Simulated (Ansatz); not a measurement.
`N[SiH2][O][SnH3]` and `[SiH3][SiH2][O][SnH3]` differ in one atom or group.

Ansatz, PBE0-D4/def2-TZVP geometries, multiplicity 1. Each molecule was computed in one conformer, which needn't be the lowest.

Elements past krypton have def2 core potentials.

| property | `N[SiH2][O][SnH3]` |
| --- | --- |
| size of the dipole moment (ωB97M-V/def2-TZVPP) / D | 2.32 |
| HOMO energy (PBE0/def2-TZVPP) / eV | -7.61 |
| HOMO–LUMO gap (ωB97M-V/def2-TZVPP) / eV | 11.10 |
| size of the dipole moment (PBE/def2-TZVPP) / D | 2.25 |
| size of the dipole moment (B3LYP/def2-TZVPP) / D | 2.27 |
| HOMO energy (ωB97M-V/def2-TZVPP) / eV | -9.99 |

(1) Give the same properties after the change, and the shifts. (Best estimate.)

Answers

(1) The calculation gave: 
```json
{"property": "size of the dipole moment (ωB97M-V/def2-TZVPP) / D", "`[SiH3][SiH2][O][SnH3]`": "2.41", "shift": "0.09"}
{"property": "HOMO energy (PBE0/def2-TZVPP) / eV", "`[SiH3][SiH2][O][SnH3]`": "-7.63", "shift": "-0.02"}
{"property": "HOMO–LUMO gap (ωB97M-V/def2-TZVPP) / eV", "`[SiH3][SiH2][O][SnH3]`": "10.31", "shift": "-0.79"}
{"property": "size of the dipole moment (PBE/def2-TZVPP) / D", "`[SiH3][SiH2][O][SnH3]`": "2.25", "shift": "0.00"}
{"property": "size of the dipole moment (B3LYP/def2-TZVPP) / D", "`[SiH3][SiH2][O][SnH3]`": "2.32", "shift": "0.05"}
{"property": "HOMO energy (ωB97M-V/def2-TZVPP) / eV", "`[SiH3][SiH2][O][SnH3]`": "-9.69", "shift": "0.30"}
```

Dipoles are sizes alone; their direction can turn.

B3LYP here is the variant with VWN-RPA as its local correlation; programs differ in this.
